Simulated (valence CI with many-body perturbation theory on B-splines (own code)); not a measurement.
# Tm XXXVIII: electric-dipole lines

Method: configuration interaction combined with many-body perturbation theory (CI+MBPT): four valence electrons over a frozen Dirac-Fock core [Ar] 3d10, a basis of 11 s, 11 p, 10 d, 8 f, 5 g, 2 h functions for each j, with the one-electron correlation potential Σ1 (screened to all orders), the two-electron term Σ2, the three-electron term Σ3, Breit, model QED; selected single and double excitations, second order for the rest, scaled by the run's own slope (own B-spline code, finite nucleus).

No measured spectrum was set against this ion. As an estimate, large intervals hold to a few tenths of a per cent, small ones and those within an open d or f shell to about a per cent. Among the levels kept, up to 390 cm⁻¹ of a level comes from second order outside the variational space, and about a tenth of that is noise between levels of different J, which matters for small intervals.

Lines 1 to 50 of 563 in falling wavelength, among levels below 39.250 Ry, chosen from the strongest by gf and those to the six lowest levels. Wavelengths and rates use the calculated energies. Electric multipoles are in the length gauge, E1 and E2 with the static RPA response of the core. Weak lines are less certain than strong ones. Lines between different terms over intervals too small for the method are left out, as are lines whose strength nearly cancels. Where a level lies close to another of its J and parity, the split of strength between their lines is uncertain. The highest levels of a list are the least certain.

Levels are named by their leading jj configuration (3d3/2^4 stands for four electrons in 3d with j = 3/2), which in mixed levels can hold well under half, so a name can repeat and another be missing. Letters in brackets count levels of one name in rising energy.

| λ vac (Å) | Upper | Lower | A (s⁻¹) | S (a.u.) |
| --- | --- | --- | --- | --- |
| 821.2 | (4s 4p1/2^2 4p3/2) J=2 | (4s^2 4p3/2^2) J=2 | 8.20e+05 | 1.12e-03 |
| 623.3 | (4s 4p1/2^2 4p3/2) J=1 | (4s^2 4p3/2^2) J=0 | 1.50e+06 | 5.40e-04 |
| 438.0 | (4s 4p1/2^2 4p3/2) J=1 | (4s^2 4p3/2^2) J=2 | 1.80e+07 | 2.24e-03 |
| 186.6 | (4s 4p1/2 4d3/2^2) J=3 | (4s^2 4d3/2^2) J=2 | 4.08e+09 | 9.15e-02 |
| 185.4 | (4s^2 4p1/2 4d3/2) J=2 | (4s^2 4p3/2^2) J=2 | 1.01e+08 | 1.59e-03 |
| 179.2 | (4s 4p1/2 4p3/2 4d3/2) J=4 | (4s^2 4p3/2 4d3/2) J=3 | 5.04e+09 | 1.29e-01 |
| 173.8 | (4s 4p1/2 4p3/2^2) J=2 [a] | (4s^2 4p3/2^2) J=2 | 1.38e+09 | 1.78e-02 |
| 172.5 | (4s 4p1/2 4d3/2 4d5/2) J=5 | (4s^2 4d3/2 4d5/2) J=4 | 6.64e+09 | 1.85e-01 |
| 172.3 | (4s 4p1/2 4p3/2 4d5/2) J=4 [b] | (4s^2 4p3/2 4d5/2) J=3 | 3.95e+09 | 8.98e-02 |
| 167.7 | (4s^2 4p1/2 4d3/2) J=1 | (4s^2 4p3/2^2) J=0 | 1.20e+08 | 8.37e-04 |
| 166.4 | (4s 4p1/2 4p3/2 4f7/2) J=6 | (4s^2 4p3/2 4f7/2) J=5 | 7.52e+09 | 2.22e-01 |
| 161.2 | (4s 4p1/2^2 4f7/2) J=4 | (4s^2 4p1/2 4f7/2) J=4 | 4.48e+09 | 8.33e-02 |
| 158.1 | (4s 4p1/2 4p3/2 4f7/2) J=5 [b] | (4s^2 4p3/2 4f7/2) J=4 [a] | 3.63e+09 | 7.78e-02 |
| 157.7 | (4s 4p1/2 4p3/2^2) J=3 | (4s^2 4p3/2^2) J=2 | 6.67e+09 | 9.04e-02 |
| 155.8 | (4s 4p1/2 4p3/2 4d5/2) J=5 | (4s^2 4p3/2 4d5/2) J=4 | 1.02e+10 | 2.10e-01 |
| 155.5 | (4s 4p1/2^2 4p3/2) J=2 | (4s^2 4p1/2 4p3/2) J=2 | 7.04e+09 | 6.53e-02 |
| 153.4 | (4s 4p1/2 4d3/2 4d5/2) J=4 [c] | (4s^2 4p3/2 4f5/2) J=3 [a] | 5.12e+09 | 8.21e-02 |
| 151.5 | (4s 4p1/2^2 4f5/2) J=3 | (4s^2 4p1/2 4f5/2) J=3 | 6.92e+09 | 8.31e-02 |
| 150.6 | (4p1/2^2 4p3/2 4d5/2) J=4 | (4s 4p1/2 4p3/2 4d5/2) J=4 [c] | 7.97e+09 | 1.21e-01 |
| 150.5 | (4s^2 4p1/2 4d3/2) J=1 | (4s^2 4p3/2^2) J=2 | 1.66e+09 | 8.38e-03 |
| 149.9 | (4p1/2^2 4p3/2 4d5/2) J=4 | (4s 4p1/2 4p3/2 4d5/2) J=3 [c] | 7.77e+09 | 1.16e-01 |
| 148.3 | (4s 4p1/2^2 4p3/2) J=2 | (4s^2 4p1/2 4p3/2) J=1 | 9.33e+09 | 7.51e-02 |
| 145.8 | (4s 4p1/2^2 4d3/2) J=1 | (4s^2 4p1/2 4d3/2) J=2 | 1.55e+10 | 7.11e-02 |
| 144.2 | (4s 4p1/2 4p3/2^2) J=1 [a] | (4s^2 4p3/2^2) J=0 | 8.68e+09 | 3.85e-02 |
| 143.6 | (4s 4p1/2 4p3/2 4f5/2) J=3 [a] | (4s 4p3/2^2 4d3/2) J=4 | 8.71e+09 | 8.91e-02 |
| 143.1 | (4p1/2^2 4p3/2 4d5/2) J=3 | (4s 4p1/2 4p3/2 4d5/2) J=3 [e] | 1.00e+10 | 1.01e-01 |
| 142.5 | (4p1/2^2 4p3/2 4d3/2) J=3 | (4s 4p1/2 4p3/2 4d3/2) J=3 [c] | 7.88e+09 | 7.88e-02 |
| 141.8 | (4s 4p1/2^2 4d3/2) J=2 | (4s^2 4p1/2 4d3/2) J=2 | 1.13e+10 | 7.91e-02 |
| 141.0 | (4p1/2^2 4p3/2 4d3/2) J=3 | (4s 4p1/2 4p3/2 4d3/2) J=3 [b] | 7.79e+09 | 7.54e-02 |
| 140.4 | (4p1/2^2 4p3/2 4d5/2) J=1 | (4s 4p1/2 4p3/2 4d5/2) J=2 [d] | 2.95e+10 | 1.21e-01 |
| 139.9 | (4p1/2^2 4p3/2 4d3/2) J=2 | (4s 4p1/2 4p3/2 4d3/2) J=2 [b] | 1.22e+10 | 8.21e-02 |
| 139.4 | (4s 4p1/2^2 4d5/2) J=2 [b] | (4s 4p1/2 4p3/2^2) J=2 [b] | 1.07e+10 | 7.17e-02 |
| 138.9 | (4s 4p1/2 4d5/2^2) J=3 | (4s 4p3/2^2 4d5/2) J=2 [a] | 9.18e+09 | 8.51e-02 |
| 137.1 | (4s 4p1/2^2 4f7/2) J=3 | (4s 4p1/2 4p3/2 4d5/2) J=4 [b] | 2.36e+10 | 2.10e-01 |
| 137.0 | (4s 4p1/2 4p3/2^2) J=1 [b] | (4s^2 4p3/2^2) J=0 | 4.02e+09 | 1.53e-02 |
| 135.8 | (4s 4p1/2 4p3/2 4f7/2) J=4 [b] | (4s^2 4p3/2 4f7/2) J=4 [a] | 7.31e+09 | 8.14e-02 |
| 135.7 | (4p1/2^2 4p3/2 4d5/2) J=3 | (4s^2 4p1/2 4f7/2) J=4 | 1.67e+10 | 1.44e-01 |
| 134.5 | (4s^2 4p1/2 4d5/2) J=2 | (4s^2 4p3/2^2) J=2 | 1.56e+09 | 9.36e-03 |
| 134.1 | (4p1/2^2 4p3/2 4d5/2) J=2 | (4s 4p1/2 4p3/2 4d5/2) J=3 [b] | 1.25e+10 | 7.45e-02 |
| 133.4 | (4s 4p1/2^2 4p3/2) J=1 | (4s^2 4p1/2 4p3/2) J=2 | 2.45e+10 | 8.60e-02 |
| 133.3 | (4s 4p1/2 4p3/2 4d5/2) J=3 [c] | (4s^2 4p3/2 4d5/2) J=4 | 1.16e+10 | 9.54e-02 |
| 133.1 | (4p1/2 4p3/2^2 4d5/2) J=3 [a] | (4s 4p3/2^2 4d5/2) J=4 [a] | 1.23e+10 | 1.00e-01 |
| 132.7 | (4s 4p1/2 4p3/2 4d5/2) J=4 [c] | (4s^2 4p3/2 4d5/2) J=4 | 1.10e+10 | 1.14e-01 |
| 132.7 | (4s^2 4p1/2 4d5/2) J=3 | (4s^2 4p3/2^2) J=2 | 4.01e+09 | 3.24e-02 |
| 132.4 | (4p1/2^2 4p3/2 4d5/2) J=2 | (4s 4p1/2 4p3/2 4d5/2) J=2 [b] | 1.28e+10 | 7.31e-02 |
| 132.3 | (4s 4p1/2^2 4d5/2) J=2 [a] | (4s 4p1/2 4p3/2^2) J=3 | 2.97e+10 | 1.70e-01 |
| 132.3 | (4p1/2 4p3/2^2 4d5/2) J=3 [c] | (4s^2 4p3/2 4f7/2) J=4 [a] | 8.80e+09 | 7.03e-02 |
| 132.2 | (4s 4p1/2^2 4d5/2) J=2 [b] | (4s^2 4p1/2 4d5/2) J=3 | 2.22e+10 | 1.27e-01 |
| 131.3 | (4s 4p1/2 4p3/2^2) J=1 [a] | (4s^2 4p3/2^2) J=2 | 3.17e+09 | 1.06e-02 |
| 129.1 | (4p1/2^2 4p3/2 4d3/2) J=3 | (4s 4p1/2 4p3/2 4d3/2) J=4 | 3.31e+10 | 2.46e-01 |
